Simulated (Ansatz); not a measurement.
ZrF₄⁺: single points at one geometry.

```yaml
crystal:
  periodic: [false, false, false]
  atoms:
    - {symbol: Zr, position_ang: [-0.000007, -0.000006, 0.000025]}
    - {symbol: F, position_ang: [0.009446, -0.015571, 1.908285]}
    - {symbol: F, position_ang: [1.795993, 0.009661, -0.644961]}
    - {symbol: F, position_ang: [-0.906521, 1.561038, -0.618920]}
    - {symbol: F, position_ang: [-0.898911, -1.555123, -0.644419]}
basis:
  gaussian: {orbitals: def2-TZVP, initial_orbitals: start.molden}
total_charge: 1
magnetization: {spin_polarized: true, initial_magnetization: 1}
hamiltonian: {xc: r2scan, dispersion: d4}
scf: {omitted_lower_state_checks: [starts]}
output: {orbitals: {seedname: orbitals}}
```

The file start.molden holds the orbitals of an earlier run on this structure, at another level or in another basis.

```sh
$ ansatz run in.yaml --threads 4 --pin off --events-out ev --progress --plain --max-ram 3916MiB
```

Output, abridged:

```
Functional definition: r2SCAN
  name "r2SCAN"
  cite "Furness, Kaplan, Ning, Perdew & Sun, J. Phys. Chem. Lett. 11, 8208 (2020) doi:10.1021/acs.jpclett.0c02405"
  cite "Furness, Kaplan, Ning, Perdew & Sun, J. Phys. Chem. Lett. 11, 9248 (2020) doi:10.1021/acs.jpclett.0c03077"
  parent r2scan
  parameter k0 = 0.174
  parameter k1 = 0.065
  parameter a1 = 4.9479
  exchange = r2scan_x(k0 = k0, k1 = k1, a1 = a1)
  correlation = r2scan_c
these checks for a lower state are left out or cut short: starts
945 factors; their error is unknown
mean field evaluation 1: about -12144.7744 eV, gradient 4.0e0 eV
mean field evaluation 2: about -12144.8329 eV, gradient 7.4e-2 eV
mean field evaluation 4: about -12144.8327 eV, gradient 7.5e-2 eV
mean field evaluation 8: about -12144.8332 eV, gradient 5.2e-2 eV
mean field evaluation 16: about -12144.8334 eV, gradient 7.4e-3 eV
mean field -12144.83339111 eV, -446.3143950594 hartree, gradient 5.9e-6 eV, S^2 0.757469; 0 other end points of the search recorded, 0 dependent functions left out
reference -12144.83341346 eV, -446.3143958809 hartree; 24, 23 occupied and 140, 141 virtual orbitals, 945 factors
Total energy: -12144.85054721 eV, -446.3150255345 hartree
Checks for a lower state left out: starts
```

Run time 19 s (4 threads of Arm Neoverse V1 on a shared host).

First input, but with `hamiltonian: {xc: pbe, dispersion: d4}` (abridged; 7.5 s):

```
Functional definition: PBE
mean field evaluation 16: about -12139.1717 eV, gradient 3.1e-5 eV
mean field -12139.17172888 eV, -446.1063328101 hartree, gradient 1.3e-6 eV, S^2 0.753790
Total energy: -12139.24612589 eV, -446.1090668500 hartree
Checks for a lower state left out: starts
```

As the first input, with `hamiltonian: {xc: pbe0, dispersion: d4}` (abridged; 13 s):

```
Functional definition: PBE0
mean field evaluation 16: about -12137.0103 eV, gradient 2.4e-5 eV
mean field -12137.01026027 eV, -446.0269003038 hartree, gradient 2.4e-6 eV, S^2 0.765811
Total energy: -12137.07327436 eV, -446.0292160291 hartree
Checks for a lower state left out: starts
```

Geometry: PBE-D4/def2-SVP, that of the neutral singlet.

In the def2 sets Zr takes a core potential; there is no spin–orbit coupling. At PBE-D4/def2-TZVP the gap within one spin of the charge 1 doublet nearly closes, so an electron or hole may be smeared out by delocalisation error.
